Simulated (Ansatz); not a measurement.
Compare A (`Cc1ccc(O)cc1C`) with its isomer B (`Cc1cc(C)cc(O)c1`).

Calculated with Ansatz (gas phase, PBE0-D4/def2-TZVP geometries, no zero-point term in ΔE). CBS: MP2 limit from def2 TZ/QZ plus the TZ coupled-cluster correction, frozen cores. DFT in def2-TZVPP. B3LYP here is the variant with VWN-RPA as its local correlation; programs differ in this. Each species was taken in one conformer, which may not be the lowest.

Problem. Which is lower in electronic energy at CCSD(T)/CBS, and by how much? (An estimate is asked.)

Solution. Ansatz gave: B, by 0.2 kcal/mol. So small a gap doesn't settle the order.

Problem. Give E(B) − E(A) in kcal/mol with CCSD(T)/def2-TZVPP, LDA (SPW92), BLYP-D4, PBE-D4, ωB97M-V, r2SCAN-D4, B3LYP. (Estimate.)

Solution. Ansatz gave: CCSD(T)/def2-TZVPP -0.3, LDA (SPW92) 0.1, BLYP-D4 -0.3, PBE-D4 -0.3, ωB97M-V -0.3, r2SCAN-D4 -0.5, B3LYP -1.0. The order is the other way round with LDA (SPW92).

Largest T1 diagnostic: 0.011.

In def2-TZVPP, CCSD(T) changes the Hartree–Fock value by +1.4 kcal/mol (the triples alone add +0.2 kcal/mol) and MP2 by +1.9 kcal/mol. Leaving LDA and LC-ωPBE aside and taking each functional with its dispersion term where it has one, the values, not all of them listed here, spread over 0.5 kcal/mol, from B2PLYP to revPBE-D4. LDA lies +0.8 kcal/mol from PBE without D4.
